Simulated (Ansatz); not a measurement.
ClF2HfI, SMILES `[F][Hf]([F])([Cl])[I]`. The species carries charge 0 and has multiplicity 1. Hf, I: def2 effective core potential.

```csv
atom,x (Å),y (Å),z (Å)
F1,-1.083,-0.932,-1.345
Hf2,-0.048,0.055,-0.120
F3,0.907,1.362,-1.083
Cl4,-1.459,1.105,1.406
I5,1.683,-1.590,1.142
```

(1) List the harmonic frequencies (cm⁻¹, unscaled) at PBE0-D4/def2-TZVP in Ansatz. (Best estimate.)

(2) Is this a minimum?

(3) Give the ideal-gas thermochemistry at 298.15 K and 1 bar (rigid rotor, harmonic oscillator; point group Cs, symmetry number 1).

(4) And at 400, 500, 600, 800 and 1000 K?

Results:

(1) Ansatz gave: 75, 100, 133, 134, 166, 216, 391, 661, 672.

(2) Yes, all 9 modes are real.

(3) Zero-point energy 15.2 kJ/mol; H(298) − E = 37.2 kJ/mol; entropy 392.5 J/(mol·K), of which translation 182.9, rotation 128.3, vibration 81.3; G(298) − E = -79.8 kJ/mol. Modes under 100 cm⁻¹ are hindered rotations or soft bends, so the harmonic entropy is rough.

(4) 
```csv
T (K),H − E (kJ/mol),S (J/mol/K),G − E (kJ/mol)
400,47.1,421.1,-121.3
500,57.2,443.7,-164.6
600,67.6,462.5,-209.9
800,88.5,492.6,-305.6
1000,109.7,516.3,-406.5
```
